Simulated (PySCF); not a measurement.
## Nuclear quadrupole coupling in `CO[C@@H](C)[Si@H](Cl)C(C)C`

C6H15ClOSi.
SMILES with atom numbers: `[CH3:1][O:2][C@@H:3]([CH3:4])[Si@H:5]([Cl:6])[CH:7]([CH3:8])[CH3:9]` (hydrogens: H10, H11, H12 on C1; H13 on C3; H14, H15, H16 on C4; H17 on Si5; H18 on C7; H19, H20, H21 on C8; H22, H23, H24 on C9)

Structure used (GFN2-xTB), in Å, numbered top down from 1:
```xyz
24
C6H15ClOSi angstrom
C      2.219    1.328    0.557
O      1.143    0.435    0.689
C      1.093   -0.601   -0.286
C      2.211   -1.631   -0.122
Si    -0.660   -1.357   -0.071
Cl    -0.946   -2.642   -1.620
C     -2.015   -0.006   -0.118
C     -1.775    1.001   -1.245
C     -2.119    0.723    1.220
H      2.030    2.144    1.253
H      3.176    0.859    0.809
H      2.278    1.728   -0.464
H      1.194   -0.148   -1.287
H      3.188   -1.196   -0.328
H      2.210   -2.022    0.892
H      2.049   -2.451   -0.816
H     -0.721   -2.134    1.169
H     -2.978   -0.494   -0.310
H     -0.857    1.555   -1.066
H     -2.597    1.714   -1.297
H     -1.700    0.500   -2.209
H     -2.369    0.031    2.020
H     -2.893    1.488    1.175
H     -1.172    1.198    1.462
```

Field gradients from the PBE0/pcSseg-1 density (PySCF, non-relativistic), principal values in atomic units, ordered |Vxx| ≤ |Vyy| ≤ |Vzz|:

| atom | Vxx | Vyy | Vzz |
| --- | --- | --- | --- |
| O2 | -0.0409 | -2.0034 | 2.0442 |
| Cl6 | -0.9804 | -1.0097 | 1.9901 |

Question: Find the asymmetry η = (Vxx − Vyy)/Vzz and the couplings χ = eQV/h (234.96 MHz × Q in barn × V in au), with Q(17O) = −0.0256 b, Q(35Cl) = −0.0817 b.

Answer: 
```csv
atom,environment,nucleus,η,χzz (MHz),χxx (MHz),χyy (MHz)
O2,ether oxygen,17O,0.96,-12.30,0.25,12.05
Cl6,silicon-bound chlorine,35Cl,0.01,-38.20,18.82,19.38
```

The gradient is axial or nearly so (η below 0.05) at Cl6. At O2 η is above 0.9: Vyy and Vzz are nearly equal in size and opposite in sign, so a small change could swap them and flip the sign of χzz. The tensor is traceless: Vxx + Vyy + Vzz = 0.

Question: What is Vzz at Cl6 in SI units (1 au = 9.71736 × 10²¹ V/m²)?

Answer: 1.9901 au = 19.339 × 10²¹ V/m².

Question: And the gradient at the other heavy atoms, for which no coupling is worked out here?

Answer: 
```json
{"atom": "C1", "environment": "methoxy carbon", "Vzz (au)": "0.374", "η": "0.08"}
{"atom": "C3", "environment": "sp3 carbon bound to oxygen", "Vzz (au)": "0.391", "η": "0.33"}
{"atom": "C4", "environment": "methyl carbon", "Vzz (au)": "0.062", "η": "0.28"}
{"atom": "Si5", "environment": "chlorine-bound silicon", "Vzz (au)": "0.771", "η": "0.14"}
{"atom": "C7", "environment": "sp3 carbon bound to silicon", "Vzz (au)": "-0.052", "η": "0.68"}
{"atom": "C8", "environment": "methyl carbon", "Vzz (au)": "0.074", "η": "0.10"}
{"atom": "C9", "environment": "methyl carbon", "Vzz (au)": "0.086", "η": "0.45"}
```

Were the hydrogens deuterons (Q(2H) = 0.00286 b), χzz would run from 108 kHz (H17) to 213 kHz (H22).

Isolated species at its GFN2-xTB geometry (one conformer only). GFN2-xTB bond lengths can be off by several hundredths of an ångström, more for odd bonds, and the gradients follow them. With a basis this small, the couplings can be 20 % off.
